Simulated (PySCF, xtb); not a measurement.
Si(Cl)(Br)(OH)(OMe) (CH₄BrClO₂Si), SMILES CO[Si](O)(Cl)Br.

GFN2-xTB in xtb at its own geometry gives an orbital gap of 7.18 eV and a dipole moment of 4.77 D.

The structure is a stationary point at B3LYP-D3(BJ)/def2-SVP. The values are those of a single conformer.

### Question
What does PBE/def2-TZVP in PySCF give? (An estimate is asked for; the answer gives what the named calculation found.)

### Answer
gap 6.18 eV (levels -7.21 and -1.02 eV), dipole 1.68 D.
